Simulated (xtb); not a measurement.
C5H8Si, SMILES C1[SiH2]CC=CC=1. All values are semi-empirical tight-binding results from xtb (GFN2-xTB unless named), good for trends rather than for accurate numbers. Geometry optimised at GFN2-xTB. One conformer was computed; it need not be the lowest.

Optimised geometry:

```xyz
14

C      0.9150     1.4155    -0.3885
C     -0.3786     1.4389    -0.7141
C     -1.3883     0.3631    -0.4923
Si    -0.7165    -1.2119     0.3450
C      1.0915    -0.8323     0.6282
C      1.6295     0.3345     0.2559
H      1.5148     2.2871    -0.6206
H     -0.7676     2.3299    -1.1958
H     -2.2047     0.7932     0.0947
H     -1.8341     0.1237    -1.4617
H     -1.4155    -1.4643     1.6148
H     -0.8866    -2.3811    -0.5320
H      1.7277    -1.5670     1.1031
H      2.6829     0.5267     0.4323
```

The geometry has at least one imaginary mode, so it is a saddle point at that level.

Computed properties:
- point group as xtb finds it: Cs
- orbital gap: 3.19 eV
- dipole moment: 0.50 D
- static polarisability (D4 model): 84.3 bohr³
- solvation energy, GFN2-xTB/ALPB(water): 0.0 kcal/mol
- solvation energy, GFN2-xTB/ALPB(benzene): -3.7 kcal/mol

### Question
Give the atomic charges and the Wiberg bond orders between heavy atoms. (An estimate is asked for; the answer gives what the named calculation found.)

### Answer
charges (e) C1 -0.05, C2 -0.03, C3 -0.15, Si4 0.45, C5 -0.14, C6 -0.02, H7 0.02, H8 0.02, H9 0.03, H10 0.03, H11 -0.10, H12 -0.10, H13 0.02, H14 0.02. Bond orders C1–C2 1.83, C2–C3 1.05, C3–Si4 0.87, Si4–C5 0.93, C1–C6 1.13, C5–C6 1.84.
